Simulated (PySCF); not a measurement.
Cl6Pt (SMILES [Cl][Pt-2]([Cl])([Cl])([Cl])([Cl])[Cl]), charge -2, singlet, at a GFN2-xTB geometry (such geometries of metal compounds can be far from the true shape) (core potentials on Cl, Pt) (in this run its highest filled SCF level lies above zero, so its values depend strongly on the basis, on diffuse functions most of all); DF-TPSS/LANL2DZ in PySCF.

The PySCF input:
```python
from pyscf import gto, scf, dft

mol = gto.Mole()
mol.atom = '''
    Pt   -0.00000000    0.00000000    0.00000000
    Cl    2.07992728    0.86249713   -0.73590801
    Cl    0.74376821    0.12252287    2.24574183
    Cl   -0.74376821   -0.12252287   -2.24574183
    Cl   -2.07992728   -0.86249713    0.73590801
    Cl   -0.85572820    2.20287227    0.16322500
    Cl    0.85572820   -2.20287227   -0.16322500
'''
mol.basis = 'lanl2dz'
mol.ecp = {'Cl': 'lanl2dz', 'Pt': 'lanl2dz'}
mol.charge = -2
mol.verbose = 3
mol.build()

mf = dft.RKS(mol)
mf.xc = 'tpss'
mf = mf.density_fit(auxbasis='def2-universal-jkfit')
mf.kernel()
mf.analyze()
```

What the program printed (banner, timings and long lists left out):

```
converged SCF energy = -208.986758472729
**** MO energy ****
MO #1   energy= -3.61620298852779  occ= 2
MO #2   energy= -1.86075645040103  occ= 2
MO #3   energy= -1.86075525053754  occ= 2
MO #4   energy= -1.86075514867912  occ= 2
MO #5   energy= -0.443352167640765 occ= 2
MO #6   energy= -0.41793822214075  occ= 2
MO #7   energy= -0.417937339539851 occ= 2
MO #8   energy= -0.414617984278889 occ= 2
MO #9   energy= -0.414616747066702 occ= 2
MO #10  energy= -0.414615203617214 occ= 2
MO #11  energy= -0.103953232257404 occ= 2
MO #12  energy= -0.103951823527535 occ= 2
MO #13  energy= -0.0943967434992956 occ= 2
MO #14  energy= -0.0740871741197225 occ= 2
MO #15  energy= -0.0740844024012567 occ= 2
MO #16  energy= -0.0740804403888999 occ= 2
MO #17  energy= -0.0260434327082529 occ= 2
MO #18  energy= -0.0260397357206685 occ= 2
MO #19  energy= -0.026036322345076 occ= 2
MO #20  energy= 0.0330199229779066 occ= 2
MO #21  energy= 0.0330231935970081 occ= 2
MO #22  energy= 0.0330250003162437 occ= 2
MO #23  energy= 0.0352439947115765 occ= 2
MO #24  energy= 0.0352468250424224 occ= 2
MO #25  energy= 0.0352492761054448 occ= 2
MO #26  energy= 0.0546589425212519 occ= 2
MO #27  energy= 0.0546604083978279 occ= 2
MO #28  energy= 0.0546611414178703 occ= 2
MO #29  energy= 0.0553319481249514 occ= 2
MO #30  energy= 0.0553345413592257 occ= 2
MO #31  energy= 0.0553353356127582 occ= 2
MO #32  energy= 0.14331482838088   occ= 0
MO #33  energy= 0.143316012021852  occ= 0
MO #34  energy= 0.29748669663999   occ= 0
MO #35  energy= 0.297487284037421  occ= 0
MO #36  energy= 0.297489127057911  occ= 0
MO #37  energy= 0.340313557035162  occ= 0
MO #38  energy= 0.507604952002405  occ= 0
MO #39  energy= 0.507617080187886  occ= 0

WARN: System has nonzero charge -2; the dipole moment is origin-dependent.
Location of origin: [0. 0. 0.]

Dipole moment(X, Y, Z, Debye):  0.00000,  0.00000, -0.00000
```
